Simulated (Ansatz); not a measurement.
`OC#C[SeH]` + H₂Se → `[SeH][SeH]` + `C#CO` at 700 K and 1 bar (ligand exchange at the Se–C bond).

Isolated molecules relaxed with PBE0-D4/def2-TZVP in Ansatz; ΔE leaves out vibrations. CCSD(T)/CBS adds triple-zeta CCSD(T) − MP2 to the extrapolated MP2 energy (def2 sets, frozen cores). This one scheme is used for every species. For Se outer-core shells are correlated without core-valence functions, which leaves a few kJ/mol of doubt a bond. Scalar relativity is left out up to krypton. Each species was taken in one conformer, which may not be the lowest.

| species | CCSD(T)/CBS energy (Eh) | H − E (kJ/mol) | S (J/(mol·K)) |
| --- | --- | --- | --- |
| `OC#C[SeH]` | -2553.08266 | 135.8 | 383.7 |
| H₂Se | -2401.89790 | 61.1 | 251.1 |
| `[SeH][SeH]` | -4802.61264 | 78.5 | 328.9 |
| `C#CO` | -152.38380 | 123.4 | 303.4 |

H − E and S are ideal-gas, rigid-rotor, harmonic terms from PBE0-D4/def2-TZVP, for one conformer and one mirror image of each species. 1 Eh = 2625.50 kJ/mol, R = 8.31446 J/(mol·K).

Q: By hand: ΔE, ΔH, ΔS and ΔG.

A: ΔE = (-4802.61264) + (-152.38380) − (-2553.08266) − (-2401.89790) = -0.01588 Eh = -41.7 kJ/mol. Δ(H − E) = 78.5 + 123.4 − 135.8 − 61.1 = 5.0, so ΔH = -36.7 kJ/mol. ΔS = 328.9 + 303.4 − 383.7 − 251.1 = -2.5 J/(mol·K). ΔG = -36.7 − 700 × (-2.5)/1000 = -35.0 kJ/mol.

Q: By hand: the equilibrium constant, and the temperature at which ΔG would vanish if ΔH and ΔS stayed fixed.

A: log₁₀ K = −ΔG/(RT ln 10) = 2.6. ΔG = 0 at ΔH/ΔS = 14680 K, far beyond where these terms or the molecules hold.

The number of gas molecules stays the same, so ΔS is small and ΔH decides. A doubt of 5 kJ/mol in ΔE shifts log₁₀ K by 0.4 here. Other conformers and mirror images would add mixing entropy, several J/(mol·K) or more a flexible species. These are equilibria of isolated gas molecules and say nothing of rates. Largest T1 diagnostic: 0.013 (customary marks: 0.02 for closed shells, 0.045 for open ones).
